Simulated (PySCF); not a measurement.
2,2,2-trifluoroacetaldehyde (C2HF3O), SMILES O=CC(F)(F)F. Heavy atoms are numbered as in [F:1][C:2]([F:3])([F:4])[CH:5]=[O:6]. Hydrogens are named by the atom that carries them.

Geometry: PBE-D3(BJ)/def2-SVP.

Computed with PBE/pcSseg-1 (PySCF).

GIAO shieldings, no solvent; atoms alike by connectivity are averaged. δ = σ(ref) − σ: ¹⁹F against CFCl3 (σ = 133.6 ppm); ¹³C against TMS (σ = 182.0 ppm); ¹⁷O against H2O (σ = 334.3 ppm); ¹H against TMS (σ = 31.49 ppm), references at their B3LYP-D3(BJ)/def2-TZVP geometries, non-relativistic.

```
atoms    nucleus  count  δ (ppm)
-------  -------  -----  -------
F1           ¹⁹F      3   -113.6
C5 (CH)      ¹³C      1    191.6
C2           ¹³C      1    130.8
O6           ¹⁷O      1      ___
H on C5       ¹H      1      ___
```

### Question
What belongs in the gaps? (Estimate from the structure and the level; the computed values follow.)

### Answer

- H on C5, δ (ppm): 9.88
- O6, δ (ppm): 714.2
